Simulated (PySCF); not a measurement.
Cycloheptatriene, C7H8.
Numbering: `[CH:1]1=[CH:2][CH:3]=[CH:4][CH2:5][CH:6]=[CH:7]1` (hydrogens: H8 on C1; H9 on C2; H10 on C3; H11 on C4; H12, H13 on C5; H14 on C6; H15 on C7)

Cartesian coordinates in Å at the PBE0-D3(BJ)/def2-SVP level; atoms count from 1:
```
atom  x, y, z in Å
C1     1.193   -1.022   -0.126
C2     1.478    0.311   -0.204
C3     0.587    1.383    0.168
C4    -0.760    1.342    0.067
C5    -1.457    0.214   -0.633
C6    -1.264   -1.015    0.205
C7    -0.048   -1.589    0.341
H8     2.019   -1.720   -0.300
H9     2.512    0.588   -0.434
H10    1.052    2.283    0.586
H11   -1.357    2.155    0.493
H12   -2.522    0.433   -0.785
H13   -0.995    0.057   -1.625
H14   -2.130   -1.461    0.704
H15    0.020   -2.548    0.867
```

Computed with PySCF at B3LYP/def2-SVPD, non-relativistic, on one gas-phase PBE0-D3(BJ)/def2-SVP geometry that isn't relaxed in the solvent. The solvent is an IEF-PCM continuum (Bondi radii, 1.10 Å for H, scaled by 1.2), and excitations are vertical TDDFT with non-equilibrium linear response and a frozen core. Specific hydrogen bonds and non-electrostatic terms are outside this model.

Gas-phase singlets (H = HOMO, L = LUMO):

| state | E (eV) | λ (nm) | f | leading configurations |
| --- | --- | --- | --- | --- |
| S1 | 4.487 | 276 | 0.096 | H→L 96% |
| S2 | 4.931 | 251 | 0.005 | H-1→L 67%, H→L+1 33% |
| S3 | 5.935 | 209 | 0.000 | H→L+2 99% |
| S4 | 6.275 | 198 | 0.299 | H→L+1 53%, H-1→L 22% |
| S5 | 6.378 | 194 | 0.001 | H-1→L+1 58%, H-2→L 40% |

Problem. What are the lowest 5 singlets in tetrahydrofuran (ε = 7.426)?

Solution. 
```
state  E (eV)  λ (nm)      f  leading configurations  change by rank (eV)
   S1   4.435     280  0.128                 H→L 97%               -0.052
   S2   4.930     251  0.008    H-1→L 69%, H→L+1 31%               -0.001
   S3   6.034     205  0.000               H→L+2 99%               +0.099
   S4   6.178     201  0.454    H→L+1 61%, H-1→L 24%               -0.097
   S5   6.368     195  0.001  H-1→L+1 57%, H-2→L 40%               -0.010
```

Problem. How does the list change in acetonitrile (ε = 35.69)?

Solution. 
```tsv
state	E (eV)	λ (nm)	f	leading configurations	change by rank (eV)
S1	4.446	279	0.124	H→L 97%	-0.041
S2	4.934	251	0.008	H-1→L 69%, H→L+1 31%	+0.003
S3	6.058	205	0.000	H→L+2 99%	+0.123
S4	6.197	200	0.432	H→L+1 60%, H-1→L 24%	-0.078
S5	6.370	195	0.001	H-1→L+1 57%, H-2→L 41%	-0.008
```

Problem. The ground-state energy changes by -0.103 eV from gas to acetonitrile. By how much does the total energy of gas-phase S1 change?

Solution. E(S1) = E(S0) + excitation energy, so it changes by -0.103 − 0.041 = -0.144 eV: it is lowered more than the ground state, which is what a red shift means. This is the vertical state, with the slow part of the continuum still set for S0.

Problem. How do the frontier levels move from gas to acetonitrile?

Solution. 
```json
{"orbital": "LUMO+2", "gas (eV)": "0.61", "solvent (eV)": "0.72", "change (eV)": "+0.11"}
{"orbital": "LUMO+1", "gas (eV)": "0.09", "solvent (eV)": "0.09", "change (eV)": "0.00"}
{"orbital": "LUMO", "gas (eV)": "-1.24", "solvent (eV)": "-1.25", "change (eV)": "-0.01"}
{"orbital": "HOMO", "gas (eV)": "-6.22", "solvent (eV)": "-6.24", "change (eV)": "-0.02"}
{"orbital": "HOMO-1", "gas (eV)": "-7.11", "solvent (eV)": "-7.12", "change (eV)": "-0.01"}
{"orbital": "HOMO-2", "gas (eV)": "-8.70", "solvent (eV)": "-8.70", "change (eV)": "0.00"}
{"orbital": "HOMO-3", "gas (eV)": "-9.48", "solvent (eV)": "-9.42", "change (eV)": "+0.06"}
```

The HOMO–LUMO gap goes from 4.98 to 4.99 eV. Rows go by rank; for LUMO+2 the atom shares or the degeneracy differ between the runs, so the row needn't follow one orbital.
